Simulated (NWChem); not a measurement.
System: Si2NH5F2; SMILES F[SiH2]N[SiH2]F

Output (shortened):

```
             Northwest Computational Chemistry Package (NWChem) 7.3.0
             --------------------------------------------------------

 C2  symmetry detected

                             Geometry "geometry" -> ""
                             -------------------------

 Output coordinates in angstroms (scale by  1.889725989 to convert to a.u.)

  No.       Tag          Charge          X              Y              Z
 ---- ---------------- ---------- -------------- -------------- --------------
    1 Si                  14.0000    -0.58013701     1.44173184    -0.09175918
    2 F                    9.0000     0.56603700     2.59475920    -0.11793389
    3 N                    7.0000     0.00000000     0.00000000     0.66220941
    4 Si                  14.0000     0.58013701    -1.44173184    -0.09175918
    5 F                    9.0000    -0.56603700    -2.59475920    -0.11793389
    6 H                    1.0000    -1.71180606     2.00512660     0.68809084
    7 H                    1.0000    -0.92309600     1.12252667    -1.49984521
    8 H                    1.0000     0.00000000     0.00000000     1.68010984
    9 H                    1.0000     1.71180606    -2.00512660     0.68809084
   10 H                    1.0000     0.92309600    -1.12252667    -1.49984521

 Effective nuclear repulsion energy (a.u.)     300.7689233991

      Symmetry information
      --------------------

 Group name             C2
 Group number              4
 Group order               2
 No. of unique centers     6

                                 NWChem DFT Module
                                 -----------------

 Summary of "ao basis" -> "ao basis" (spherical)
 ------------------------------------------------------------------------------
       Tag                 Description            Shells   Functions and Types
 ---------------- ------------------------------  ------  ---------------------
 Si                         def2-svp                 8       18   4s3p1d
 F                          def2-svp                 6       14   3s2p1d
 N                          def2-svp                 6       14   3s2p1d
 H                          def2-svp                 3        5   2s1p

      Symmetry analysis of basis
      --------------------------

        a          53
        b          50

            General Information
            -------------------
          SCF calculation type: DFT
          Wavefunction type:  closed shell.
          No. of atoms     :    10
          No. of electrons :    58
           Alpha electrons :    29
            Beta electrons :    29
          Charge           :     0
          Spin multiplicity:     1
          Use of symmetry is: on ; symmetry adaption is: on
          Maximum number of iterations: 150
          AO basis - number of functions:   103
                     number of shells:    49
          Convergence on energy requested:  1.00D-06
          Convergence on density requested:  1.00D-05
          Convergence on gradient requested:  5.00D-04

              XC Information
              --------------
                        M06-L Method XC Functional
                         M06-L Exchange Functional  1.000
                       M06-L Correlation Potential  1.000

             Grid Information
             ----------------
          Grid used for XC integration:  xcoarse
          Radial quadrature: Mura-Knowles
          Angular quadrature: Lebedev.
          Tag              B.-S. Rad. Rad. Pts. Rad. Cut. Ang. Pts.
          ---              ---------- --------- --------- ---------
          Si                  1.10       42          10.0       194
          F                   0.50       21          11.0       194
          N                   0.65       21           7.0       194
          H                   0.35       21          12.0       194
          Grid pruning is: on
          Number of quadrature shells:   147
          Spatial weights used:  Erf1

      Superposition of Atomic Density Guess
      -------------------------------------

 Sum of atomic energies:        -832.80268803

      Non-variational initial energy
      ------------------------------

 Total energy =    -834.246348
 1-e energy   =   -1754.236342
 2-e energy   =     619.221070
 HOMO         =      -0.375549
 LUMO         =       0.063232

      Symmetry analysis of molecular orbitals - initial
      -------------------------------------------------

  Numbering of irreducible representations:

     1 a           2 b

  Orbital symmetries:

[...]

                         DFT ENERGY GRADIENTS

    atom               coordinates                        gradient
                 x          y          z           x          y          z
   1 Si     -1.096300   2.724478  -0.173400    0.009184   0.000011   0.001884
   2 F       1.069655   4.903384  -0.222863   -0.001171  -0.001162   0.000325
   3 N       0.000000   0.000000   1.251394    0.000000   0.000000  -0.000498
   4 Si      1.096300  -2.724478  -0.173400   -0.009184  -0.000011   0.001884
   5 F      -1.069655  -4.903384  -0.222863    0.001171   0.001162   0.000325
   6 H      -3.234844   3.789140   1.300303   -0.006252   0.002909   0.004417
   7 H      -1.744399   2.121268  -2.834296   -0.002035  -0.001447  -0.007406
   8 H       0.000000   0.000000   3.174947    0.000000   0.000000   0.002060
   9 H       3.234844  -3.789140   1.300303    0.006252  -0.002909   0.004417
  10 H       1.744399  -2.121268  -2.834296    0.002035   0.001447  -0.007406
```

Level: M06-L/def2-SVP. Coordinates come from a PBE0/def2-SVP optimisation.

Problem. Reconstruct the input file.

Solution. Several could match; the one computed here: the input that was run:
```
start job
memory heap 200 mb stack 900 mb global 1100 mb
geometry units angstroms noautoz
  Si    -0.328921     1.383944    -0.087463
  F      0.839393     2.382625    -0.618096
  N      0.339334    -0.067883     0.567703
  Si     0.481635    -1.614999    -0.187155
  F     -0.705018    -2.616832     0.294547
  H     -1.059660     2.130714     0.968250
  H     -1.169700     1.021584    -1.255279
  H      0.694008    -0.003749     1.519656
  H      1.755598    -2.263774     0.215888
  H      0.340567    -1.429889    -1.652851
end
basis spherical
  * library def2-svp
end
dft
  xc m06-l
  grid xcoarse
  iterations 150
  mulliken
end
task dft gradient
```
